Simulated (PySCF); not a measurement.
Zr(F)3(OH) (F3HOZr), SMILES [F][Zr]([OH])([F])[F], multiplicity 1.

Geometry optimised at B3LYP-D3(BJ)/def2-SVP. The multiplicity is an assumed one; other spin states were not compared. The def2 effective core potentials stand for the cores of Zr; spin–orbit coupling is left out. The values are those of a single conformer.

All values below come from TDDFT-PBE/def2-SVPD in PySCF.

Vertical excitations; the highest root listed may be one member of a degenerate set.  State labels are in the subgroup Cs.

```json
[
 {"state": "S1", "symmetry": "A\"", "energy (eV)": "6.80", "λ (nm)": "182", "f": "0.000", "main pairs": "HOMO→LUMO 50 %, HOMO−1→LUMO+1 50 %"},
 {"state": "S2", "symmetry": "A'", "energy (eV)": "6.88", "λ (nm)": "180", "f": "0.002", "main pairs": "HOMO−1→LUMO, HOMO→LUMO+1 (degenerate set)"},
 {"state": "S3", "symmetry": "A\"", "energy (eV)": "6.88", "λ (nm)": "180", "f": "0.002", "main pairs": "HOMO−1→LUMO+1, HOMO→LUMO (degenerate set)"},
 {"state": "S4", "symmetry": "A'", "energy (eV)": "7.24", "λ (nm)": "171", "f": "0.044", "main pairs": "HOMO→LUMO+1 38 %, HOMO−1→LUMO 38 %, HOMO→LUMO+4 12 %, HOMO−1→LUMO+5 12 %"},
 {"state": "S5", "symmetry": "A'", "energy (eV)": "7.41", "λ (nm)": "167", "f": "0.024", "main pairs": "HOMO−1→LUMO+2 (degenerate set)"},
 {"state": "S6", "symmetry": "A\"", "energy (eV)": "7.41", "λ (nm)": "167", "f": "0.024", "main pairs": "HOMO→LUMO+2 (degenerate set)"},
 {"state": "S7", "symmetry": "A'", "energy (eV)": "7.61", "λ (nm)": "163", "f": "0.003", "main pairs": "HOMO−1→LUMO+3 (degenerate set)"},
 {"state": "S8", "symmetry": "A\"", "energy (eV)": "7.61", "λ (nm)": "163", "f": "0.003", "main pairs": "HOMO→LUMO+3 (degenerate set)"},
 {"state": "S9", "symmetry": "A\"", "energy (eV)": "7.96", "λ (nm)": "156", "f": "0.000", "main pairs": "HOMO−2→LUMO, HOMO−3→LUMO+1, HOMO−4→LUMO (degenerate set)"},
 {"state": "S10", "symmetry": "A'", "energy (eV)": "7.96", "λ (nm)": "156", "f": "0.000", "main pairs": "HOMO−2→LUMO+1, HOMO−4→LUMO+1, HOMO−3→LUMO (degenerate set)"},
 {"state": "T1", "symmetry": "A'", "energy (eV)": "6.48", "λ (nm)": "191", "f": "0", "main pairs": "HOMO−1→LUMO 48 %, HOMO→LUMO+1 48 %"},
 {"state": "T2", "symmetry": "A'", "energy (eV)": "6.61", "λ (nm)": "188", "f": "0", "main pairs": "HOMO→LUMO+1, HOMO−1→LUMO (degenerate set)"},
 {"state": "T3", "symmetry": "A\"", "energy (eV)": "6.61", "λ (nm)": "188", "f": "0", "main pairs": "HOMO→LUMO, HOMO−1→LUMO+1 (degenerate set)"},
 {"state": "T4", "symmetry": "A\"", "energy (eV)": "6.77", "λ (nm)": "183", "f": "0", "main pairs": "HOMO−1→LUMO+1 50 %, HOMO→LUMO 50 %"}
]
```
Triplets are in the Tamm–Dancoff approximation, which puts them higher than full response would, so one can lie above its singlet here.
